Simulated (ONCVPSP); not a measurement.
## Reading a pseudo-wave (B)

Columns: radius, all-electron u(r) and pseudo u(r) of the 2p shell (level -3.56 eV) of boron in the configuration [He] 2s2 2p1; PBEsol, scalar-relativistic, ONCV scheme, ONCVPSP 4.0.1.

```
r (bohr)  all-electron  pseudo
   0.160        0.0603  0.0203
   0.320        0.1728  0.0782
   0.480        0.2877  0.1655
   0.640        0.3877  0.2705
   0.800        0.4689  0.3799
   0.960        0.5322  0.4812
   1.120        0.5775  0.5647
   1.280        0.6066  0.6248
   1.440        0.6219  0.6598
   1.600        0.6260  0.6719
   1.760        0.6211  0.6654
   1.920        0.6093  0.6460
   2.080        0.5923  0.6188
   2.240        0.5715  0.5883
   2.400        0.5480  0.5571
   2.560        0.5228  0.5268
   2.720        0.4965  0.4978
   2.880        0.4698  0.4700
   3.040        0.4431  0.4431
   3.200        0.4167  0.4167
   3.360        0.3911  0.3911
   3.520        0.3663  0.3663
   3.680        0.3426  0.3426
   3.840        0.3199  0.3199
   4.000        0.2984  0.2984
   4.160        0.2781  0.2781
```

How many radial nodes do the two functions have?

The all-electron 2p function has n − l − 1 = 0; the pseudo-wave has 0.

At about which radius was the pseudo-wave matched?

3.20 bohr. The columns agree to 0.0005 from 2.88 bohr on; several derivatives are matched, so the curves merge somewhat inside the radius.

Is the pseudo-wave norm-conserving?

Yes: the ONCV scheme keeps the norm inside the radius equal to the all-electron one, which fixes the energy derivative of the logarithmic derivative at the level.
